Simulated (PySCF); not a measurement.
CH₇Cl₂NSi₂, SMILES N(C[SiH3])[SiH](Cl)Cl.

Geometry optimised at B3LYP-D3(BJ)/def2-SVP. This is a generated structure with no PubChem entry under its InChIKey; it may be hypothetical. The values are those of a single conformer.

Calculation: PySCF with B3LYP-D3(BJ)/def2-SVP.

Frequencies are harmonic and unscaled.

Problem. List the normal modes with their intensities. (Estimate from the structure and the level; the computed values follow.)

Solution. 
```csv
mode,ν (cm⁻¹),IR (km/mol),moving atoms (share of kinetic energy)
1,32,0.7,"Cl 36 %, Si 27 %, N 21 %, H 12 %"
2,45,1.1,"H 38 %, C 30 %, Cl 15 %, Si 13 %"
3,97,1.2,"H 34 %, Cl 26 %, Si 21 %, N 18 %"
4,145,3.0,"Cl 45 %, Si 26 %, H 19 %"
5,179,0.1,"H 65 %, C 11 %, Si 10 %"
6,200,0.9,"Cl 49 %, Si 22 %, H 15 %, C 9 %"
7,281,3.6,"Cl 30 %, N 24 %, C 17 %, Si 16 %, H 13 %"
8,316,12.2,"N 35 %, Si 31 %, H 21 %, Cl 11 %"
9,441,48.2,"H 65 %, N 17 %, Cl 12 %"
10,513,7.4,H 96 %
11,523,122.3,"Si 44 %, Cl 36 %, H 15 %"
12,575,76.7,"Si 49 %, Cl 30 %, H 17 %"
13,593,67.4,"H 52 %, Si 28 %"
14,739,43.1,"C 40 %, H 39 %, Si 19 %"
15,794,126.0,"H 82 %, Si 12 %"
16,826,157.6,"H 41 %, Si 21 %, C 20 %, N 17 %"
17,863,183.3,"H 89 %, Si 9 %"
18,887,10.7,"H 46 %, N 24 %, C 17 %, Si 13 %"
19,931,224.0,"H 89 %, Si 10 %"
20,949,42.8,H 97 %
21,956,44.7,H 97 %
22,1124,84.0,"N 41 %, C 36 %, H 21 %"
23,1190,64.0,"H 90 %, N 8 %"
24,1266,0.8,"H 77 %, C 20 %"
25,1395,63.2,"H 73 %, N 19 %"
26,1455,24.1,H 92 %
27,2214,83.5,H 98 %
28,2222,129.3,H 96 %
29,2236,93.5,H 96 %
30,2292,87.1,H 97 %
31,2986,33.4,H 94 %
32,3057,7.8,"H 91 %, C 9 %"
33,3580,29.0,H 93 %
```
